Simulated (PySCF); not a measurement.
A structure optimised at PBE-D3(BJ)/def2-SVP, used in a PySCF frequency run:

```
B
C 1 1.5674
H 2 1.1084 1 115.27
H 2 1.1100 3 110.22 1 -131.98
H 2 1.1190 3 105.06 4 -114.02
C 1 1.5678 2 121.75 3 -147.34
H 6 1.1081 1 116.09 2 -152.48
H 6 1.1102 7 110.19 1 -132.19
H 6 1.1192 7 105.40 8 -113.82
Ge 1 2.0880 2 119.76 3 33.71
H 10 1.5567 1 114.77 2 -20.27
H 10 1.5579 11 107.24 1 126.01
H 10 1.5605 11 106.31 12 112.31
```
Charge 0, spin multiplicity 1.

Problem. Write its SMILES and formula.

Solution. C[B](C)[GeH3], C₂H₉BGe

Problem. What are its rotational constants (standard atomic weights)?

Solution. 6.9012, 2.4211, 1.8747 GHz
